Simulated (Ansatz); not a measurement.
CH6BClGe can be A, `C[B](Cl)[GeH3]`, or B, `B[CH2][GeH2][Cl]`.

Calculated with Ansatz (gas phase, PBE0-D4/def2-TZVP geometries, no zero-point term in ΔE). CCSD(T)/CBS is the MP2 limit (def2-TZVPP, def2-QZVPP) plus CCSD(T) − MP2 in def2-TZVPP, frozen cores. DFT in def2-TZVPP. B3LYP here is the variant with VWN-RPA as its local correlation; programs differ in this. For Ge outer-core shells are correlated without core-valence functions, which leaves a few kJ/mol of doubt a bond. Scalar relativity is left out up to krypton. Each species was taken in one conformer, which may not be the lowest.

A:

Z-matrix (Å, degrees):
```
C
B 1 1.551
H 1 1.096 2 110.7
H 1 1.091 2 114.7 3 -124.7
H 1 1.099 2 108.1 3 114.2
Cl 2 1.755 1 119.9 3 131.9
Ge 2 2.074 1 123.6 3 -48.6
H 7 1.539 2 111.1 1 -127.6
H 7 1.540 2 109.9 1 113.7
H 7 1.541 2 112.3 1 -6.2
```

B:

Z-matrix (Å, degrees):
```
C
Ge 1 1.971
B 1 1.534 2 106.9
H 1 1.093 2 103.3 3 122.3
H 1 1.093 2 103.2 3 -122.2
Cl 2 2.160 1 106.0 3 -179.7
H 2 1.534 1 112.7 3 -63.7
H 2 1.534 1 112.6 3 64.2
H 3 1.198 1 120.6 2 88.1
H 3 1.198 1 120.6 2 -87.8
```

Problem. Which isomer does CCSD(T)/CBS put lower? Give the gap. (Best estimate.)

Solution. Computed: A, by 16.9 kJ/mol.

Problem. Give E(B) − E(A) in kJ/mol with PBE0-D4, BLYP-D4, CCSD(T)/def2-TZVPP, B3LYP-D4, B2PLYP, r2SCAN-D4, LDA (SPW92). (An estimate is asked.)

Solution. Computed: PBE0-D4 24.0, BLYP-D4 22.5, CCSD(T)/def2-TZVPP 16.1, B3LYP-D4 18.2, B2PLYP 14.9, r2SCAN-D4 24.0, LDA (SPW92) 43.6. None reverses the order clearly.

Problem. Does the order hold for the free energy at 298.15 K (harmonic terms from PBE0-D4)? (Estimate.)

Solution. Ansatz gave: Yes: G(B) − G(A) = +23.7 kJ/mol, for one conformer each. Modes under 60 cm⁻¹, often nearly free rotors, make the harmonic entropy too high.

Largest T1 diagnostic: 0.012.

From r2SCAN to r2SCAN0 (25 % exact exchange), in def2-TZVPP and without D4, E(B) − E(A) moves by −4.3 kJ/mol. In def2-TZVPP, CCSD(T) changes the Hartree–Fock value by +20.9 kJ/mol (the triples alone add +2.6 kJ/mol) and MP2 by +15.7 kJ/mol.
